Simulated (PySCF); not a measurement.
GaBr under electron impact: the energy ladder

PBE in PySCF with def2-TZVPPD on every atom, for the lowest determinant that a PBE0 search found; no spin–orbit coupling.

```csv
species,state (unpaired electrons),Re (Å),ωe (cm⁻¹),energy of the minimum from the neutral (eV),De (eV),dissociates to
GaBr,singlet (closed shell),2.394,256,0.00,4.50,Ga + Br
GaBr⁺,doublet (σ ↑),2.273,277,9.48,1.00,Ga⁺ + Br
GaBr⁻,doublet (π ↑),2.608,166,-0.24,1.24,Ga + Br⁻
```

**Question.** Work out the lowest energy to break GaBr into atoms, from its vibrational ground state.

**Answer.** D0 = De − ωe/2 = 4.50 − 0.02 = 4.48 eV (PBE/def2-TZVPPD).

**Question.** Work out the ionisation energy of the Ga atom at this level and the threshold of dissociative ionisation.

**Answer.** IE(Ga) = 9.48 + 1.00 − 4.50 = 5.98 eV, so Ga⁺ + Br + e⁻ appears at D0 + IE(Ga) = 10.46 eV (PBE/def2-TZVPPD). The measured IE(Ga) is 5.999 eV (NIST ASD).

**Question.** Work out the electron affinity of the Br atom and the threshold of dissociative attachment.

**Answer.** EA(Br) = 4.50 − 1.24 − (-0.24) = 3.50 eV, so Ga + Br⁻ needs D0 − EA(Br) = 0.98 eV (PBE/def2-TZVPPD). The measured EA(Br) is 3.364 eV.

**Question.** At which energy does ion-pair formation open?

**Answer.** Ga⁺ + Br⁻ lies at D0 + IE(Ga) − EA(Br) = 6.96 eV (PBE/def2-TZVPPD).

These are thermodynamic thresholds; the onsets seen under electron impact lie higher where the geometry changes, and cross-sections peak well above them.

For an ion De counts to the pair picked by the measured ionisation energies or electron affinities, which need not be the lowest pair at this level. The highest Kohn–Sham level is positive in this anion. Much of that is self-interaction error, but it also means that the finite basis helps to hold the extra electron. States were picked by a PBE0 search and need not be the measured ground states.
